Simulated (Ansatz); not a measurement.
Name a neutral molecule of C, F, O and H with LUMO energy (PBE/def2-TZVPP) between -2.95 and -2.65 eV and size of the dipole moment (ωB97M-V/def2-TZVPP) between 3.65 and 3.95 D (Ansatz, PBE0-D4/def2-TZVP geometry).

`O=C(F)c1ccccc1` (-2.78 eV, 3.83 D). Other molecules can fit too; these were computed, each in one conformer that needn't be the lowest.
